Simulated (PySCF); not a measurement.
## Calculated NMR data

Theoretical values (PySCF 2.14.0 with density-fitted response routines): geometry from GFN2-xTB, shielding tensors at PBE0/pcSseg-1 (GIAO). No relativistic terms, no solvent, a single conformation, one averaged value for each set of equivalent atoms.

Chemical shifts δ = σref − σ; $^{1}$H and $^{13}$C against TMS, all at this level. Where no couplings were computed, multiplicities follow the n + 1 count of equivalent neighbours, and m marks all less simple cases (inequivalent or close neighbours, rings, F or P nearby). Shifts are as computed. Against solution values, carbons near 30 ppm lie about +3 ppm off and those near 130 ppm about +5 ppm. Of 1309 compounds with measured shifts, 239 miss one by over three times the rms of a fit or turn the order of signals round; such compounds aren't used in these exercises. OH and NH positions are gas-phase values without hydrogen bonding to other molecules.

Compound 1 (C5H14Si2). $^{1}$H NMR (600 MHz, computed): δ 6.05 (br s, 1H), 5.49 (br s, 1H), 3.29 (s, 3H), 1.98 (s, 3H), 0.28 (s, 6H). $^{13}$C{$^{1}$H} NMR (computed): δ 155.9 (C), 132.7 (CH2), 27.6 (CH3), -1.5 (CH3). Structure: SMILES C=C(C)[Si](C)(C)[SiH3].

Compound 2 (C5H8N2O2Si). $^{1}$H NMR (600 MHz, computed): δ 6.18 (m, 1H), 5.74 (m, 1H), 5.55 (m, 1H), 5.10 (s, 3H), 3.69 (d, 2H). $^{13}$C{$^{1}$H} NMR (computed): δ 184.4 (C), 177.6 (C), 141.0 (CH), 126.7 (CH2), 38.3 (CH2). Structure: SMILES c1(O[SiH3])nc(CC=C)on1.

Compound 3 (C4H7NO3Si2). $^{1}$H NMR (600 MHz, computed): δ 5.19 (t, 2H), 2.34 (br s, 2H), 2.08 (t, 2H), 1.72 (s, 1H). $^{13}$C{$^{1}$H} NMR (computed): δ 119.7 (C), 97.7 (CH), 86.1 (C), 2.7 (CH2). Structure: `N#CC[SiH2]O[Si](C#C)(O)O`.
